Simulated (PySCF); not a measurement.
**Bond curve of KSe**

Set-up: basis K pcseg-1, Se pcseg-1; no relativity; PySCF 2.14. Energies in eV from K + Se in their ground configurations at the same level. State: ²Π (doublet), unpaired electrons π ↑.

```csv
R (Å),UHF-CCSD,UHF-CCSD(T)
2.642,-1.790,-1.814
2.759,-2.006,-2.028
2.847,-2.094,-2.116
2.935,-2.136,-2.158
3.023,-2.144,-2.165
3.140,-2.114,-2.135
3.287,-2.032,-2.053
3.463,-1.892,-1.914
```

Q: Put a parabola through the three lowest points of the UHF-CCSD curve and estimate Re, k and ωe (reduced mass 26.19 u; 1 eV/Å² = 0.16022 mdyn/Å; ωe = 1302.8·√(k/μ) cm⁻¹).

A: Through R = 2.935, 3.023, 3.14 Å the second-order coefficient is 1.69 eV/Å², so Re ≈ 3.006 Å, k ≈ 0.543 mdyn/Å and ωe ≈ 188 cm⁻¹. A polynomial fit of higher order to the unrounded UHF-CCSD energies gives Re = 3.001 Å, k = 0.582 mdyn/Å, ωe = 194 cm⁻¹; anharmonicity and rounding make the difference.

The higher-order fit for each curve: UHF-CCSD: Re = 3.001 Å, ωe = 194 cm⁻¹, De = 2.14 eV; UHF-CCSD(T): Re = 3.000 Å, ωe = 194 cm⁻¹, De = 2.17 eV.

Correlated steps freeze 14 core orbitals. Correlated levels converge slowly with the basis: in double zeta they bind strong bonds too weakly, by up to about 1 eV, and carry superposition errors of some tenths. Spin–orbit coupling is left out. The state is the lowest determinant that a PBE0 search found; another state may lie lower at other levels.
